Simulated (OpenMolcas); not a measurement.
Xe⁺: effect of correlating more closed shells

- Program: OpenMolcas
- Basis: ANO-RCC-VQZP [8s7p5d3f2g]
- Scalar Hamiltonian: DKH2, point nucleus
- Active space: 7 electrons in 9 orbitals (RAS2 5s 5p; RAS3 5d, at most 2 electrons)
- State averaging: 2S+1 = 2 odd, 3 roots; 2S+1 = 2 even, 1 root
- Spin-orbit coupling: RASSI with atomic mean-field integrals over the reference wave functions, term energies averaged over their components

Methods on the same reference wave functions:
A. RASSCF
B. SS-RASPT2, IPEA 0.25 Eh, imaginary shift 0.1 Eh (closed shells correlated: 4d)
C. SS-RASPT2, IPEA 0.25 Eh, imaginary shift 0.1 Eh (closed shells correlated: 4s 4p 4d)

Energies in cm-1 above 5s2 5p5 2P* 3/2, the measured ground level; measured values from NIST Handbook of Basic Atomic Spectroscopic Data.

```json
{"Level": "5s2 5p5 2P* 3/2", "A": "0.0", "B": "0.0", "C": "0.0", "Measured": "0.0"}
{"Level": "5s2 5p5 2P* 1/2", "A": "9511", "B": "9511", "C": "9511", "Measured": "10537"}
{"Level": "5s 5p6 2S 1/2", "A": "93715", "B": "94349", "C": "94618", "Measured": "90874"}
```

Deviations, from unrounded energies. A percentage is the sum of absolute deviations over the sum of measured energies, with the sign that they share, or ± where signs differ.

```tsv
Against measurement	Levels	A	B	C
mean absolute deviation (cm-1)	2	1900	2300	2400
fine structure of the ground term (%)	1	-9.7	-9.7	-9.7
other configurations (%)	1	+3.1	+3.8	+4.1
```

A lies closest to measurement on these levels and C furthest from it. The largest miss of A in the table is 5s 5p6 2S 1/2, by +2800 cm-1. The ranking rests on the paired levels alone, and a cruder setting can come out closer through cancelling errors.

Between B and C the level of the table that moves most is 5s 5p6 2S 1/2, by 270 cm-1 (lowest in B, highest in C).

The lowest spin-free term lies below A's lowest term by 0.586 hartree in B, 0.817 hartree in C.

What an inner shell adds also hangs on whether the basis holds functions to correlate it.

Configurations are named by rounded mean occupations; where the s occupation lies near a half they are strongly mixed, a name can repeat and a true partner stay unpaired. Some terms take much of their weight from 5d, a shell meant for correlation, so their names are nominal. Some terms mix strongly with configurations of 5d, whose occupation reaches 0.37 (5s 5p6 2S). Computed and measured levels are paired by configuration, term and J; levels that our copy of the source lacks, or whose pairing is in doubt (as where it misses far off the trend of its configuration), stay unpaired and out of the deviations. Levels of configurations outside the active space are missing.

* marks odd parity.
